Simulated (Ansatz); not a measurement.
C2H (SMILES [C-]#C), charge -1, singlet, at a GFN2-xTB geometry (a gas-phase anion, which may not be bound at this level). Base run: SVWN5/6-31G* in Ansatz (a first-principles code).

Geometry (Å):
```xyz
3

C      0.0000     0.0000    -0.4800
C      0.0000     0.0000     0.7461
H      0.0000     0.0000    -1.5966
```
Charge -1, spin multiplicity 1.
All else is at Ansatz's defaults.

Variants of this job, named by their change:

| change | E (Eh) |
|---|---|
| base | -75.94870 |
| functional = blyp | -76.64614 |
| functional = revpbe | -76.65850 |
| functional = BHLYP | -76.62754 |
| functional = wB97X | -76.65308 |
| functional = B97M-V | -76.68028 |
| functional = hse06 | -76.57388 |
| functional = B2PLYP | -76.59153 |
| functional = PBE-QIDH | -76.54452 |
| functional = blyp; dispersion = d4 | -76.64923 |
| functional = lc_wpbe | -76.61437 |
| functional = pbe; dispersion = d3bjatm | -76.57280 |
| functional = B2GP-PLYP | -76.56939 |

Total energies compare only within one method and basis.

A gas-phase anion may not be bound at this level; its values then depend on the basis.
